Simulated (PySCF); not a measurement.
Computed properties of Ta(O)(F)2(OMe) (CH₃F₂O₂Ta), SMILES C[O][Ta](=[O])([F])[F], multiplicity 1

Ta(O)(F)2(OMe) (CH₃F₂O₂Ta), SMILES [F][Ta](=[O])([O]C)[F], multiplicity 1. Coordinates come from a B3LYP-D3(BJ)/def2-SVP optimisation. The spin state was assumed, not searched. The structure was generated by enumeration; whether it is a known compound was not checked. The def2 effective core potentials stand for the cores of Ta; spin–orbit coupling is left out. The values are those of a single conformer. All values are computed for the isolated molecule unless a solvent is named; none is compared with measurement here.

**Structure.** The optimised structure has Cs symmetry. All 21 harmonic modes at B3LYP-D3(BJ)/def2-SVP (PySCF) are real, so it is a minimum. With heavy atoms numbered as in [Ta:1](=[O:2])([F:3])([F:4])[O:5][CH3:6], the shortest bond between them is O5–C6 at 1.412 Å and the longest Ta1–F3 at 1.895 Å.

**Vibrations.** The strongest infrared lines (harmonic, unscaled, degenerate partners summed) lie at 1187 cm⁻¹ (181 km/mol, H 40 %, O 34 %, C 25 %), 1158 cm⁻¹ (177 km/mol, H 37 %, O 33 %, C 29 %), 998 cm⁻¹ (143 km/mol, O 91 %, Ta 8 %). The softest mode is at 78 cm⁻¹ and the zero-point energy is 30.7 kcal/mol.

**Electronic structure.** CAM-B3LYP/def2-TZVP (PySCF) places the frontier levels at -10.85 and 0.08 eV, a gap of 10.93 eV, and gives a dipole moment of 3.39 D and a mean polarisability of 52.4 bohr³. PBE/def2-TZVP (PySCF) at the same geometry gives -7.81 and -1.83 eV, so its gap is 4.95 eV narrower. An orbital gap is neither the optical nor the fundamental gap.

**Excitations.** TDA-PBE0/def2-SVPD (PySCF) has S1 at 6.55 eV (189 nm, f = 0.000, dark); the most intense of the 10 singlets computed lies at 7.17 eV (f = 0.02). T1 (TDA) is at 5.96 eV, 0.59 eV under S1. TDA-PBE/def2-SVPD (PySCF) puts S1 at 6.02 eV. No vertical singlet excitation falls in the visible range (under 3.1 eV).
